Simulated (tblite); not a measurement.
Compound: C7H8F (doublet state).
SMILES with atom numbers: `[F:1][C@@H:2]1[CH:3][CH2:4][CH:5]=[CH:6][CH:7]=[CH:8]1` (hydrogens: H9 on C2; H10 on C3; H11, H12 on C4; H13 on C5; H14 on C6; H15 on C7; H16 on C8)
Bond orders are those of one Lewis drawing.

Computed with GFN2-xTB (tblite), gas phase: L-BFGS steps from a force-field or distance-geometry start until the largest atomic force falls under 0.01 eV/Å.

Geometry at step 4:
```
atom  x, y, z in Å
F1     -1.2058   -2.5890    0.0084
C2     -0.6395   -1.3512    0.2810
C3     -1.2974   -0.3178   -0.5449
C4     -1.1450    1.1155   -0.2398
C5      0.2125    1.6170    0.1455
C6      1.3823    0.9796    0.2036
C7      1.6830   -0.4159   -0.0265
C8      0.8433   -1.4455    0.0222
H9     -0.8204   -1.1786    1.3651
H10    -2.0865   -0.6412   -1.1997
H11    -1.8272    1.3797    0.5917
H12    -1.5021    1.6991   -1.0939
H13     0.2210    2.6787    0.3615
H14     2.2531    1.5646    0.4704
H15     2.7254   -0.6296   -0.2257
H16     1.1959   -2.4564   -0.1303
```

**Question.** What forces act on the atoms?

**Answer.** 
```json
{"atom": "F1", "Fx (eV/Å)": "0.040", "Fy (eV/Å)": "0.082", "Fz (eV/Å)": "0.086"}
{"atom": "C2", "Fx (eV/Å)": "-0.010", "Fy (eV/Å)": "-0.111", "Fz (eV/Å)": "0.116"}
{"atom": "C3", "Fx (eV/Å)": "-0.011", "Fy (eV/Å)": "0.003", "Fz (eV/Å)": "-0.003"}
{"atom": "C4", "Fx (eV/Å)": "-0.080", "Fy (eV/Å)": "-0.032", "Fz (eV/Å)": "0.069"}
{"atom": "C5", "Fx (eV/Å)": "-0.016", "Fy (eV/Å)": "0.039", "Fz (eV/Å)": "-0.027"}
{"atom": "C6", "Fx (eV/Å)": "-0.011", "Fy (eV/Å)": "-0.024", "Fz (eV/Å)": "0.036"}
{"atom": "C7", "Fx (eV/Å)": "-0.012", "Fy (eV/Å)": "-0.075", "Fz (eV/Å)": "-0.044"}
{"atom": "C8", "Fx (eV/Å)": "-0.098", "Fy (eV/Å)": "-0.127", "Fz (eV/Å)": "-0.018"}
{"atom": "H9", "Fx (eV/Å)": "0.084", "Fy (eV/Å)": "-0.005", "Fz (eV/Å)": "-0.110"}
{"atom": "H10", "Fx (eV/Å)": "0.071", "Fy (eV/Å)": "0.000", "Fz (eV/Å)": "-0.072"}
{"atom": "H11", "Fx (eV/Å)": "0.046", "Fy (eV/Å)": "0.073", "Fz (eV/Å)": "0.011"}
{"atom": "H12", "Fx (eV/Å)": "0.038", "Fy (eV/Å)": "0.031", "Fz (eV/Å)": "-0.041"}
{"atom": "H13", "Fx (eV/Å)": "-0.057", "Fy (eV/Å)": "0.008", "Fz (eV/Å)": "0.038"}
{"atom": "H14", "Fx (eV/Å)": "0.021", "Fy (eV/Å)": "0.076", "Fz (eV/Å)": "-0.049"}
{"atom": "H15", "Fx (eV/Å)": "0.019", "Fy (eV/Å)": "0.017", "Fz (eV/Å)": "0.080"}
{"atom": "H16", "Fx (eV/Å)": "-0.024", "Fy (eV/Å)": "0.045", "Fz (eV/Å)": "-0.071"}
```

The largest, 0.16 eV/Å, acts on C8 (C2 within 3 % of it); the rms over all components is 0.058 eV/Å. The forces sum to zero within rounding, as they must for an isolated molecule in no field.

**Question.** Give the force on C8 in Eh/bohr and in nN.

**Answer.** 0.161 eV/Å ÷ 51.422 = 0.00314 Eh/bohr, and 0.161 eV/Å × 1.602 = 0.26 nN.

**Question.** How far is this geometry from the end of the optimisation?

**Answer.** 0.075 eV above it, and 0.249 Å rms away after alignment. The bonds farthest from their final lengths, with half the difference of the two atoms' forces along the bond (positive lengthens):

```tsv
bond	now (Å)	final (Å)	force along bond (eV/Å)
C2–H9	1.113	1.100	-0.11
C4–C5	1.498	1.505	+0.03
C2–C8	1.508	1.502	-0.03
F1–C2	1.388	1.383	-0.09
C7=C8	1.329	1.334	+0.05
C4–H11	1.108	1.103	-0.05
```

The angle farthest from its final value is C3–C2–C8, 112.7° against 105.5°.

The cost below is that of the whole relaxation. The run took 0.46 s wall on one thread of an Arm Neoverse V1, shared host with 32 logical CPUs at a one-minute load of 22.
